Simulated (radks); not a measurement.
The numbers below are computed, except where a source is named.
Q: Radial electron density D(r) = 4 pi r^2 rho(r) of an atom or ion with 20 electrons. Code: a radial shooting solver on a logarithmic mesh with Libxc functionals. Model: scalar-relativistic Kohn-Sham, SCAN, spin-polarised, spherical densities, finite nucleus; meta-GGA in the generalised Kohn-Sham scheme; Fermi nuclear charge, rms radius of each element as measured or else 0.836 A^(1/3) + 0.57 fm.

r (bohr)  D(r) (e/bohr)  spin D(r)
0.001845          7.623  -0.000238
0.002064          9.103  -0.000284
0.002309          10.84  -0.000337
0.002562          12.71  -0.000394
0.002865          15.02  -0.000465
0.003205          17.69  -0.000545
0.003556          20.50  -0.000630
0.003977          23.91  -0.000731
0.004449          27.73  -0.000843
0.004936          31.64  -0.000955
0.005521          36.21   -0.00108
0.006127          40.76   -0.00121
0.006853          45.90   -0.00134
0.007665          51.19   -0.00147
0.008505          56.11   -0.00158
0.009513          61.23   -0.00166
0.01064           65.95   -0.00170
0.01181           69.78   -0.00166
0.01321           73.08   -0.00148
0.01477           75.32   -0.00110
0.01639           76.32  -0.000429
0.01833           76.21   0.000855
0.02034           75.09    0.00291
0.02275           73.05    0.00670
0.02545           70.62     0.0134
0.02824           68.55     0.0235
0.03158           67.18     0.0418
0.03533           67.36     0.0722
0.0392            69.31      0.118
0.04384           73.44      0.196
0.04865           78.82      0.308
0.05441           85.37      0.492
0.06086           91.29      0.768
0.06753           94.75       1.13
0.07554           94.87       1.68
0.08449           90.44       2.41
0.09375           82.45       3.27
0.1049            71.05       4.38
0.1173            59.14       5.66
0.1301            50.02       6.91
0.1456            44.25       8.17
0.1615            43.20       9.10
0.1807            45.56       9.64
0.2021            48.91       9.58
0.2242            50.21       8.93
0.2508            47.63       7.64
0.2805            40.61       5.98
0.3113            31.45       4.35
0.3482            21.03       2.77
0.3894            12.19       1.56
0.4321            6.389      0.810
0.4833            2.706      0.346
0.5363            1.032      0.135
0.5998           0.3003     0.0410
0.6709          0.06983     0.0101
0.7444          0.01444    0.00224
0.8327         0.002032   0.000346

What is the nuclear charge?

A: Z = 58. The innermost maximum, from 1s, lies near gamma/Z bohr with gamma = sqrt(1 - (Z/c)^2) = 0.906, here 0.0156 bohr (found: 0.0172), and its height grows with Z. The density is that of the cerium ion Ce38+ in [Ar] 3d2; the configuration itself is not fixed sharply by these data, and Z only to a few units. D(r) has 3 maxima, at r = 0.0172, 0.0720, 0.222 bohr, and minima at 0.0331, 0.158 bohr, inside which lie 1.97, 10.75 electrons.
